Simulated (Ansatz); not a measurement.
```yaml
crystal:
  periodic: [false, false, false]
  atoms:
    - {symbol: C, position_ang: [-1.246670, 1.188887, 0.436457]}
    - {symbol: N, position_ang: [-0.455435, 0.329342, -0.204228]}
    - {symbol: Si, position_ang: [0.670008, -0.509889, 0.516070]}
    - {symbol: As, position_ang: [1.921162, -1.566885, -0.909034]}
    - {symbol: H, position_ang: [-1.570368, 1.909506, -0.186708]}
    - {symbol: H, position_ang: [-0.725676, 1.642949, 1.167103]}
    - {symbol: H, position_ang: [-2.053694, 0.756984, 0.863459]}
    - {symbol: H, position_ang: [-0.831279, -0.025473, -0.973451]}
    - {symbol: H, position_ang: [0.219465, -1.469853, 1.394199]}
    - {symbol: H, position_ang: [1.435544, 0.359957, 1.245874]}
    - {symbol: H, position_ang: [0.803893, -2.168867, -1.505381]}
    - {symbol: H, position_ang: [1.903890, -0.497532, -1.813078]}
basis:
  gaussian: {orbitals: pcseg-2, point_charges: [{charge: 0.50, position_ang: [6.325, 0.601, 0.022]}]}
hamiltonian: {xc: {name: TPSS}}
output: {forces: true}
```

```sh
$ ansatz run in.yaml --threads 4 --pin off --events-out ev --progress --plain --max-ram 10444MiB
```

Problem. How does Ansatz answer? (Estimate.)

Solution. Ansatz gave: The program refused the input.
```
Error: YAML parse error: error: line 18 column 19: hamiltonian.xc: no functional is named "TPSS"; the names, which are not case-sensitive, are SVWN5, SPW92, PBE, PBE0, PBEsol, revPBE, revPBE0, RPBE, rPW86-PBE, HSE06, wPBEh, LC-wPBE, HISS, HF, BLYP, B3LYP, B3LYP5, BHLYP, CAM-B3LYP, r2SCAN, r2SCANh, r2SCAN0, r2SCAN50, m-r2SCAN, B97, wB97, wB97X, wB97X-V, B97M-V, wB97M-V, B2PLYP, B2GP-PLYP, PBE0-DH, PBE-QIDH
16 | basis:
17 |   gaussian: {orbitals: pcseg-2, point_charges: [{charge: 0.50, position_ang: [6.325…
18 | hamiltonian: {xc: {name: TPSS}}
19 | output: {forces: true}
```

HSE06 is defined as in plane-wave codes.
